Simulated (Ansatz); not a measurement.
Ideal-gas functions of AlCl₃H₂S, SMILES `[SH2+][Al-]([Cl])([Cl])[Cl]` at 400 K and 1 bar, from an Ansatz frequency run at PBE0-D4/def2-TZVP.

Molar mass 167.42 g/mol, point group Cs (symmetry number 1), electronic degeneracy 1, moments of inertia 436.073, 440.773, 460.82 u Å². Harmonic wavenumbers (cm⁻¹, unscaled): 76, 91, 123, 142, 144, 165, 284, 386, 491, 532, 585, 605, 1192, 2699, 2711.

Use S(trans) = R[1.5 ln M + 2.5 ln T − 1.1517]; rotational temperatures θ = 24.2544 K / I; S(rot) = R[ln(√π/σ · √(T³/θAθBθC)) + 1.5]; for each mode x = 1.438777 ν̃/T, S = R[x/(eˣ − 1) − ln(1 − e⁻ˣ)] and H = RT x/(eˣ − 1); 1 cm⁻¹ = 0.0119627 kJ/mol; R = 8.31446 J/(mol·K).

Task: By hand: the entropy, in J/(mol·K).

Result: Translation 178.8. Rotation: θ = 0.0556, 0.055, 0.0526 K, giving 128.3. Vibration, mode by mode: 19.12, 17.64, 15.16, 13.99, 13.88, 12.77, 8.49, 6.22, 4.59, 4.08, 3.51, 3.32, 0.61, 0.01, 0.01, in all 123.4. Electronic 0.0. Sum 430.5 J/(mol·K).

Task: By hand: H − E and G − E in kJ/mol, counted from the electronic energy.

Result: Zero-point energy ½ × 10226 × 0.0119627 = 61.2; thermal vibration 23.7; translation, rotation and pV give 4 RT = 13.3. H − E = 98.2 kJ/mol, and G − E = 98.2 − 400 × 430.5/1000 = -74.0 kJ/mol.

Vibration gives 29 % of the entropy, 79.8 J/(mol·K) of it from the modes under 150 cm⁻¹: soft modes count most, and the harmonic formula is weakest for them. The sum counts one conformer and one mirror image; others add a mixing term.
